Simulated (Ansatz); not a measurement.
A nudged elastic band was laid between two geometries of BrH + F2GeH2 (7 atoms, charge 0, multiplicity 1).

Computed with RKS B3LYP-D4/def2-SVP (Ansatz 0.2.0).

```json
{
  "movable images": "7",
  "climbing image": "yes",
  "spring": "5.0 eV/Å²",
  "optimiser": "quadratic models (default)",
  "start path": "through a guess of the saddle point",
  "force threshold": "0.05 eV/Å",
  "iteration limit": "60",
  "end points": "relaxed"
}
```

Image 0:

```xyz
7
Properties=species:S:1:pos:R:3
Ge 0.320 0.184 0.005
H 0.865 0.527 1.391
F 1.647 -0.348 -0.978
H -0.481 1.208 -0.798
F -0.673 -1.254 0.168
Br -2.875 0.330 2.018
H -2.263 -0.754 1.303
```

Image 8:

```xyz
7
Properties=species:S:1:pos:R:3
Ge -0.869 -0.342 -0.419
H 0.724 0.768 2.281
F 0.522 -0.892 0.455
H -0.743 1.150 -0.715
F -0.836 -1.238 -1.897
Br -2.739 -0.935 0.750
H 0.480 1.383 2.654
```

(1) Which bonds break or form, and what moves?

(2) What energy profile does the band end with?

(3) What is the geometry of the highest image?

## Answers

(1) Bonds broken: Ge1–H2, Br6–H7. Bonds formed: Ge1–Br6, H2–H7. BrH + F2GeH2 becomes BrF2GeH + H2.

(2) It converged. The highest image is number 4 of 0 to 8, 1.77 eV above the first end and 2.15 eV above the last; the last end lies 0.38 eV below the first. Neighbouring images differ by up to 1.7 eV, so the band resolves the path poorly. A vibrational analysis at the climbing image gives one clearly imaginary mode, 988i cm⁻¹: a first-order saddle point. The orbitals stay closed-shell, which can raise the energy where a bond breaks towards radicals; this wasn't checked here.

| image | path coordinate (Å) | energy (eV) | Ge1–H2 (Å) | Br6–H7 (Å) | Ge1–Br6 (Å) |
| --- | --- | --- | --- | --- | --- |
| 0 | 0.00 | 0.00 | 1.53 | 1.44 | 3.78 |
| 1 | 0.93 | 0.09 | 1.53 | 1.43 | 3.64 |
| 2 | 1.86 | 0.16 | 1.53 | 1.43 | 3.61 |
| 3 | 2.80 | 0.39 | 1.55 | 1.44 | 3.30 |
| 4 | 3.73 | 1.77 | 1.78 | 1.84 | 2.70 |
| 5 | 5.06 | 0.11 | 2.70 | 2.51 | 2.33 |
| 6 | 6.39 | -0.37 | 3.43 | 3.58 | 2.28 |
| 7 | 7.72 | -0.38 | 3.62 | 4.25 | 2.28 |
| 8 | 9.06 | -0.38 | 3.33 | 4.40 | 2.28 |

(3) 
```xyz
7
Properties=species:S:1:pos:R:3:forces:R:3
Ge -0.316 -0.018 -0.071 -0.01 0.01 0.04
H 0.195 0.110 1.626 -0.01 0.00 -0.01
F 1.410 -0.126 -0.322 0.00 -0.02 -0.01
H -0.728 1.213 -0.865 0.00 0.00 0.00
F -0.773 -1.610 -0.541 0.02 0.00 0.00
Br -2.525 0.175 1.462 0.00 0.00 0.00
H -0.722 0.150 1.820 0.00 0.00 -0.01
```

The run took 4.3 min on 2 threads of Arm Neoverse V2 (shared host), peak memory 0.27 GiB.
